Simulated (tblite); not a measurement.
Record of a relaxation.

Species: C2H5N3Si.
SMILES with atom numbers: `[SiH3:1][n:2]1[n:3][cH:4][cH:5][n:6]1` (hydrogens: H7, H8, H9 on Si1; H10 on C4; H11 on C5)

Computed with GFN2-xTB (tblite), gas phase: L-BFGS steps from a force-field or distance-geometry start until the largest atomic force falls under 0.01 eV/Å. 14 of its 35 geometries are shown.

Step 0: E = -471.2795 eV, largest atomic force 2.008 eV/Å
```
atom  x, y, z in Å  |  force x, y, z in eV/Å
Si1    -2.018   -0.048    0.064   -0.700   0.544  -0.260
N2     -0.255   -0.021    0.011    1.853  -0.717   0.289
N3      0.537   -1.057    0.321    0.440  -0.354  -0.009
C4      1.813   -0.650    0.160   -1.360  -0.758   0.421
C5      1.756    0.672   -0.229   -0.921   0.800  -0.353
N6      0.464    1.031   -0.321    0.724   0.621  -0.189
H7     -2.523    0.831    1.147    0.342  -0.290  -0.106
H8     -2.581   -1.396    0.135    0.400   0.034   0.106
H9     -2.454    0.584   -1.200    0.226  -0.123   0.153
H10     2.688   -1.270    0.341   -0.668   0.155  -0.057
H11     2.579    1.327   -0.456   -0.337   0.088   0.004
```

Step 3: E = -471.4093 eV, largest atomic force 0.413 eV/Å
```
atom  x, y, z in Å  |  force x, y, z in eV/Å
Si1    -2.022   -0.027    0.052    0.236  -0.035  -0.039
N2     -0.224   -0.037    0.020   -0.219   0.005   0.009
N3      0.545   -1.081    0.324   -0.207   0.224  -0.044
C4      1.782   -0.659    0.171   -0.001   0.085  -0.025
C5      1.738    0.685   -0.239   -0.004  -0.070   0.020
N6      0.476    1.046   -0.324   -0.252  -0.311   0.102
H7     -2.503    0.818    1.147    0.206  -0.064   0.084
H8     -2.555   -1.392    0.141    0.356   0.118   0.067
H9     -2.442    0.581   -1.200    0.104   0.069  -0.185
H10     2.650   -1.264    0.339   -0.114  -0.129   0.037
H11     2.561    1.334   -0.457   -0.105   0.108  -0.026
```

Step 5: E = -471.4446 eV, largest atomic force 0.442 eV/Å
```
atom  x, y, z in Å  |  force x, y, z in eV/Å
Si1    -2.001   -0.012    0.038   -0.149  -0.108   0.025
N2     -0.231   -0.046    0.028   -0.088   0.055  -0.087
N3      0.534   -1.089    0.325   -0.192   0.347  -0.006
C4      1.764   -0.652    0.175    0.091  -0.175  -0.057
C5      1.727    0.682   -0.242   -0.122   0.087   0.073
N6      0.461    1.034   -0.320   -0.226  -0.066   0.012
H7     -2.469    0.801    1.154    0.131   0.060   0.113
H8     -2.502   -1.379    0.153    0.235  -0.019   0.025
H9     -2.423    0.585   -1.217    0.086   0.091  -0.173
H10     2.608   -1.271    0.340    0.311  -0.300   0.094
H11     2.537    1.349   -0.459   -0.078   0.028  -0.019
```

Step 8: E = -471.4735 eV, largest atomic force 0.221 eV/Å
```
atom  x, y, z in Å  |  force x, y, z in eV/Å
Si1    -2.004   -0.003    0.026   -0.187   0.056  -0.004
N2     -0.247   -0.046    0.025    0.001   0.046  -0.037
N3      0.514   -1.079    0.329    0.078  -0.125   0.009
C4      1.755   -0.660    0.174   -0.046   0.017   0.008
C5      1.707    0.684   -0.238    0.004  -0.065   0.030
N6      0.437    1.030   -0.319    0.151   0.140  -0.057
H7     -2.426    0.794    1.171    0.025   0.099   0.052
H8     -2.435   -1.378    0.165    0.030  -0.219  -0.002
H9     -2.397    0.597   -1.245    0.048   0.030  -0.003
H10     2.595   -1.301    0.349   -0.037   0.045  -0.004
H11     2.505    1.363   -0.463   -0.068  -0.025   0.007
```

Step 10: E = -471.4780 eV, largest atomic force 0.106 eV/Å
```
atom  x, y, z in Å  |  force x, y, z in eV/Å
Si1    -2.014   -0.001    0.025    0.022  -0.045   0.034
N2     -0.250   -0.043    0.022   -0.008   0.012  -0.011
N3      0.513   -1.079    0.329   -0.044  -0.001  -0.048
C4      1.754   -0.662    0.174   -0.052   0.037   0.028
C5      1.705    0.682   -0.235    0.045  -0.048  -0.005
N6      0.439    1.035   -0.321    0.034  -0.049   0.007
H7     -2.419    0.800    1.177    0.001   0.065   0.007
H8     -2.423   -1.389    0.167    0.030  -0.078  -0.015
H9     -2.390    0.601   -1.250    0.013   0.020   0.016
H10     2.595   -1.305    0.351   -0.074   0.075  -0.013
H11     2.497    1.364   -0.463    0.032   0.011   0.001
```

Step 13: E = -471.4801 eV, largest atomic force 0.062 eV/Å
```
atom  x, y, z in Å  |  force x, y, z in eV/Å
Si1    -2.017   -0.004    0.028    0.019  -0.022   0.019
N2     -0.252   -0.040    0.019   -0.007   0.007  -0.025
N3      0.507   -1.080    0.325   -0.022   0.019  -0.006
C4      1.748   -0.662    0.176   -0.017  -0.012  -0.012
C5      1.707    0.680   -0.235   -0.035   0.027   0.001
N6      0.441    1.034   -0.322   -0.033   0.025  -0.016
H7     -2.414    0.808    1.179    0.004   0.002  -0.043
H8     -2.413   -1.401    0.166    0.037   0.015  -0.012
H9     -2.386    0.604   -1.250    0.001  -0.013   0.061
H10     2.588   -1.300    0.351    0.019  -0.027   0.020
H11     2.497    1.364   -0.463    0.034  -0.022   0.013
```

Step 16: E = -471.4813 eV, largest atomic force 0.048 eV/Å
```
atom  x, y, z in Å  |  force x, y, z in eV/Å
Si1    -2.016   -0.009    0.032   -0.015   0.025  -0.011
N2     -0.255   -0.037    0.013    0.009   0.008  -0.010
N3      0.500   -1.078    0.321    0.034  -0.007   0.005
C4      1.743   -0.662    0.176    0.025   0.011  -0.017
C5      1.705    0.681   -0.235   -0.004   0.000   0.002
N6      0.439    1.036   -0.325    0.017   0.028  -0.017
H7     -2.412    0.814    1.174   -0.008  -0.010  -0.004
H8     -2.402   -1.407    0.163    0.019  -0.007   0.006
H9     -2.384    0.604   -1.241   -0.028  -0.005   0.013
H10     2.584   -1.300    0.354   -0.028  -0.006   0.010
H11     2.501    1.361   -0.460   -0.020  -0.038   0.021
```

Step 18: E = -471.4815 eV, largest atomic force 0.043 eV/Å
```
atom  x, y, z in Å  |  force x, y, z in eV/Å
Si1    -2.016   -0.009    0.033    0.005   0.001  -0.005
N2     -0.255   -0.036    0.011    0.004   0.003  -0.002
N3      0.501   -1.077    0.321   -0.002   0.009  -0.008
C4      1.743   -0.662    0.175    0.006   0.006   0.001
C5      1.704    0.681   -0.235    0.012  -0.006  -0.005
N6      0.439    1.038   -0.326    0.011  -0.013  -0.001
H7     -2.412    0.815    1.173   -0.013  -0.002   0.016
H8     -2.398   -1.408    0.163    0.016  -0.004   0.009
H9     -2.385    0.604   -1.238   -0.038   0.007  -0.018
H10     2.582   -1.301    0.355   -0.013  -0.003   0.006
H11     2.502    1.358   -0.458    0.013   0.004   0.007
```

Step 21: E = -471.4820 eV, largest atomic force 0.065 eV/Å
```
atom  x, y, z in Å  |  force x, y, z in eV/Å
Si1    -2.016   -0.009    0.033   -0.003  -0.005  -0.002
N2     -0.254   -0.034    0.007   -0.010   0.008  -0.009
N3      0.501   -1.075    0.318   -0.042  -0.002  -0.005
C4      1.743   -0.660    0.174   -0.034  -0.032   0.024
C5      1.705    0.681   -0.235    0.016   0.006  -0.003
N6      0.442    1.040   -0.330    0.000  -0.001   0.001
H7     -2.414    0.815    1.173   -0.001  -0.016   0.000
H8     -2.388   -1.411    0.165    0.013   0.016   0.006
H9     -2.396    0.605   -1.236   -0.021  -0.006   0.000
H10     2.577   -1.303    0.359    0.039  -0.014   0.003
H11     2.506    1.355   -0.454    0.042   0.047  -0.015
```

Step 24: E = -471.4829 eV, largest atomic force 0.040 eV/Å
```
atom  x, y, z in Å  |  force x, y, z in eV/Å
Si1    -2.017   -0.008    0.032   -0.009   0.011  -0.007
N2     -0.254   -0.027   -0.002    0.001   0.025  -0.021
N3      0.495   -1.071    0.312   -0.016   0.000   0.003
C4      1.740   -0.662    0.175   -0.002  -0.013   0.012
C5      1.711    0.681   -0.237    0.004  -0.015   0.025
N6      0.448    1.043   -0.337    0.032   0.023  -0.004
H7     -2.420    0.812    1.175    0.014  -0.027  -0.011
H8     -2.365   -1.416    0.169   -0.004   0.017   0.002
H9     -2.420    0.605   -1.232    0.005  -0.024   0.021
H10     2.571   -1.309    0.367    0.005   0.012  -0.010
H11     2.518    1.353   -0.447   -0.029  -0.007  -0.009
```

Step 26: E = -471.4832 eV, largest atomic force 0.040 eV/Å
```
atom  x, y, z in Å  |  force x, y, z in eV/Å
Si1    -2.017   -0.007    0.031    0.018  -0.003   0.000
N2     -0.254   -0.023   -0.007    0.009   0.016  -0.010
N3      0.491   -1.069    0.310    0.002   0.018  -0.006
C4      1.738   -0.664    0.177    0.010   0.013   0.001
C5      1.713    0.680   -0.235   -0.001  -0.011   0.018
N6      0.451    1.045   -0.339    0.015   0.005  -0.001
H7     -2.420    0.809    1.174    0.007  -0.007   0.011
H8     -2.359   -1.415    0.170   -0.011  -0.003   0.001
H9     -2.427    0.603   -1.230   -0.001  -0.009  -0.009
H10     2.570   -1.310    0.368   -0.020   0.010  -0.006
H11     2.519    1.353   -0.446   -0.027  -0.029   0.001
```

Step 29: E = -471.4834 eV, largest atomic force 0.021 eV/Å
```
atom  x, y, z in Å  |  force x, y, z in eV/Å
Si1    -2.016   -0.007    0.030   -0.001  -0.003   0.001
N2     -0.254   -0.019   -0.011   -0.002   0.001   0.000
N3      0.489   -1.067    0.308   -0.003   0.002  -0.003
C4      1.737   -0.664    0.178   -0.006   0.004   0.002
C5      1.715    0.679   -0.233   -0.001   0.012  -0.002
N6      0.455    1.048   -0.340   -0.007   0.005   0.000
H7     -2.420    0.807    1.175    0.009  -0.003   0.010
H8     -2.355   -1.416    0.171   -0.008  -0.003  -0.001
H9     -2.432    0.601   -1.230    0.003  -0.007  -0.008
H10     2.567   -1.311    0.370   -0.003  -0.007   0.003
H11     2.520    1.350   -0.445    0.021   0.001  -0.002
```

Step 31: E = -471.4835 eV, largest atomic force 0.025 eV/Å
```
atom  x, y, z in Å  |  force x, y, z in eV/Å
Si1    -2.015   -0.007    0.030   -0.024   0.006  -0.002
N2     -0.254   -0.017   -0.012   -0.008   0.000   0.001
N3      0.488   -1.065    0.307    0.000  -0.007   0.003
C4      1.736   -0.663    0.178   -0.004  -0.002  -0.002
C5      1.715    0.679   -0.233    0.004   0.008  -0.007
N6      0.455    1.049   -0.341    0.000   0.008   0.000
H7     -2.419    0.806    1.177    0.012  -0.010  -0.003
H8     -2.354   -1.417    0.172   -0.003   0.005  -0.001
H9     -2.434    0.600   -1.230    0.007  -0.012   0.007
H10     2.565   -1.311    0.370   -0.002  -0.004   0.004
H11     2.522    1.349   -0.444    0.018   0.008   0.000
```

Step 34: E = -471.4835 eV, largest atomic force 0.008 eV/Å
```
atom  x, y, z in Å  |  force x, y, z in eV/Å
Si1    -2.016   -0.007    0.030   -0.002  -0.001   0.000
N2     -0.254   -0.015   -0.014    0.000   0.003   0.002
N3      0.486   -1.064    0.306    0.000   0.003   0.002
C4      1.735   -0.662    0.179    0.001  -0.001  -0.007
C5      1.716    0.681   -0.232    0.002  -0.005  -0.006
N6      0.456    1.051   -0.342    0.003  -0.001  -0.001
H7     -2.416    0.803    1.179    0.003  -0.001  -0.001
H8     -2.355   -1.417    0.172   -0.001   0.001  -0.002
H9     -2.435    0.597   -1.231    0.000  -0.002   0.001
H10     2.563   -1.312    0.371   -0.003   0.003   0.003
H11     2.526    1.348   -0.444   -0.005   0.001   0.006
```

**Question.** Summarise the path.

**Answer.** The energy falls by 0.2041 eV from step 0 to step 34; nine tenths of that is first reached at step 7. It falls at every step. The largest force goes from 2.008 to 0.008 eV/Å. Among the bonds N3–C4 changes most, from 1.350 to 1.317 Å; the atoms move by 0.098 Å rms after alignment.

**Question.** Follow the three bonds and two angles with the largest change from start to end.

**Answer.** 
```tsv
step	E above end (eV)	largest force (eV/Å)	N3–C4 (Å)	C5–N6 (Å)	C4–C5 (Å)	N2–Si1–H8 (°)	H7–Si1–H9 (°)
0	0.2041	2.008	1.350	1.344	1.380	113.6	105.7
1	0.1103	0.641	1.323	1.320	1.404	112.3	106.7
3	0.0742	0.413	1.316	1.316	1.406	111.0	107.9
4	0.0554	0.467	1.315	1.316	1.403	110.1	108.8
6	0.0260	0.389	1.316	1.318	1.401	107.9	110.7
7	0.0164	0.317	1.317	1.318	1.401	106.9	111.6
9	0.0070	0.159	1.318	1.317	1.406	105.3	112.9
10	0.0056	0.106	1.318	1.317	1.406	105.0	113.1
12	0.0039	0.074	1.318	1.317	1.404	104.7	113.0
13	0.0034	0.062	1.318	1.317	1.404	104.6	112.8
15	0.0026	0.060	1.318	1.318	1.405	104.6	112.3
16	0.0023	0.048	1.318	1.317	1.405	104.5	112.1
18	0.0020	0.043	1.318	1.317	1.405	104.4	112.0
19	0.0019	0.042	1.318	1.317	1.404	104.3	112.0
21	0.0015	0.065	1.318	1.317	1.403	104.0	111.8
22	0.0012	0.055	1.317	1.317	1.403	103.8	111.6
24	0.0007	0.040	1.317	1.318	1.405	103.3	111.4
25	0.0005	0.048	1.318	1.318	1.405	103.2	111.4
27	0.0002	0.021	1.318	1.317	1.405	103.2	111.4
28	0.0002	0.017	1.317	1.317	1.404	103.2	111.4
30	0.0001	0.024	1.317	1.317	1.404	103.2	111.5
31	0.0001	0.025	1.317	1.317	1.404	103.3	111.5
33	0.0000	0.014	1.317	1.318	1.405	103.3	111.7
34	0.0000	0.008	1.317	1.318	1.405	103.3	111.8
```

What follows is the cost of the whole relaxation. Time: 0.14 s of wall time. Hardware: one thread, Arm Neoverse V1 (aarch64), no GPU (shared host).
